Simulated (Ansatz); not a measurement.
Start from `[SiH3]C1(Cl)C[SiH2]1` and change one atom or group to get `ClC1(Br)C[SiH2]1`.

Ansatz, PBE0-D4/def2-TZVP geometries, multiplicity 1. 

Scalar relativity is left out up to krypton.

| property | `[SiH3]C1(Cl)C[SiH2]1` |
| --- | --- |
| HOMO energy (B3LYP/def2-TZVPP) / eV | -6.76 |
| size of the dipole moment (B3LYP/def2-TZVPP) / D | 1.87 |
| LUMO energy (PBE/def2-TZVPP) / eV | -1.31 |
| HOMO–LUMO gap (B3LYP/def2-TZVPP) / eV | 6.14 |
| HOMO energy (PBE/def2-TZVPP) / eV | -5.86 |
| HOMO energy (PBE0/def2-TZVPP) / eV | -6.97 |

Task: Give the same properties after the change, and the shifts. (Estimate.)

Result: Computed: 
| property | `ClC1(Br)C[SiH2]1` | shift |
| --- | --- | --- |
| HOMO energy (B3LYP/def2-TZVPP) / eV | -6.92 | -0.16 |
| size of the dipole moment (B3LYP/def2-TZVPP) / D | 2.44 | 0.57 |
| LUMO energy (PBE/def2-TZVPP) / eV | -1.85 | -0.54 |
| HOMO–LUMO gap (B3LYP/def2-TZVPP) / eV | 5.77 | -0.37 |
| HOMO energy (PBE/def2-TZVPP) / eV | -5.98 | -0.12 |
| HOMO energy (PBE0/def2-TZVPP) / eV | -7.14 | -0.17 |

With PBE0 the HOMO falls by 0.17 eV and the LUMO falls by 0.51 eV, so the gap narrows by about 0.34 eV. PBE moves the HOMO by -0.12 eV and ωB97M-V by -0.16 eV. Dipoles are sizes alone; their direction can turn.

B3LYP here is the variant with VWN-RPA as its local correlation; programs differ in this.

Spin–orbit coupling is left out; it splits and shifts lone-pair levels of the heavy atoms by tenths of an eV.
